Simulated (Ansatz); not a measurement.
Molecule: GeF, charge 0, multiplicity 2. SMILES: [F][Ge]
Structure (B3LYP-D3(BJ)/def2-TZVP (Ansatz, a program for electronic structure) minimum search):
```xyz
2

Ge     0.0000     0.0000    -0.3885
F      0.0000     0.0000     1.3814
```
Charge 0, spin multiplicity 2.

Give the harmonic wavenumbers at B3LYP-D3(BJ)/def2-TZVP (Ansatz, finite differences of forces, unscaled).

650 cm⁻¹. Zero-point energy 0.9 kcal/mol.

From these and the geometry, give the ideal-gas thermochemistry at 298.15 K and 1 atm (rigid rotor, harmonic oscillator).

Point group C∞v, rotational symmetry number 1. Rotational constants 10.71, 10.71 GHz. S(trans) 39.46, S(rot) 14.63, S(vib) 0.37, S(elec, spin only) 1.38, S 55.8 cal/(mol K). H(298) - H(0) 2.16 kcal/mol; G - E(el) -13.6 kcal/mol.
